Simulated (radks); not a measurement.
Values are calculated unless marked as measured or tabulated.
Initial-state core-level shifts of the samarium ion Sm+ when its valence configuration changes from [Xe] 4f6 6s1. Level of theory: Dirac Kohn-Sham, PBE, spin-unpolarised, spherical densities, point nucleus; open shells fill j = l - 1/2 first (a radial shooting solver on a logarithmic mesh with Libxc functionals). Shifts are changes of the shell-averaged eigenvalues in eV (positive: less bound).

| valence | 1s | 3s | 3p | 5s |
|---|---|---|---|---|
| 4f5 5d1 6s1 | -6.213 | -7.669 | -7.649 | -3.448 |
| 4f4 5d1 6s1 6p1 | -17.073 | -20.460 | -20.413 | -10.503 |
| 4f6 6p1 | -1.063 | -1.039 | -1.039 | -1.091 |
| 4f7 | +5.503 | +6.396 | +6.385 | +4.257 |
| 4f5 5d2 | -4.145 | -5.557 | -5.536 | -1.309 |
| 4f5 6s1 6p1 | -9.608 | -11.101 | -11.081 | -6.850 |
| 4f6 5d1 | +1.723 | +1.730 | +1.731 | +1.904 |
| 4f5 6s2 | -8.568 | -10.068 | -10.049 | -5.820 |
| 4f5.5 6s1.5 | -4.026 | -4.713 | -4.704 | -2.816 |
